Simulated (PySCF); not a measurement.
BBrCl₂. Atoms are numbered in the order given.

```xyz
4

B      0.0000     0.0000     0.4987
Cl     0.0000    -1.5068     1.3704
Cl     0.0000     1.5068     1.3704
Br     0.0000     0.0000    -1.4025
```
Charge 0, spin multiplicity 1.

The structure is a stationary point at PBE0-D3(BJ)/def2-SVP.

All values below come from PySCF with KT2/pcSseg-2.

GIAO shieldings, no solvent; atoms alike by connectivity are averaged. δ = σ(ref) − σ: ¹¹B against BF3 (σ = 89.2 ppm); ³⁵Cl against HCl (σ = 945.0 ppm), references at their B3LYP-D3(BJ)/def2-TZVP geometries, non-relativistic (without spin–orbit terms, shifts of atoms bonded to Cl or Br come out too high).

Computed chemical shifts:
| nucleus | atoms | count | δ (ppm) |
|---|---|---|---|
| ¹¹B | B1 | 1 | 43.9 |
| ³⁵Cl | Cl2, Cl3 | 2 | 339.2 |
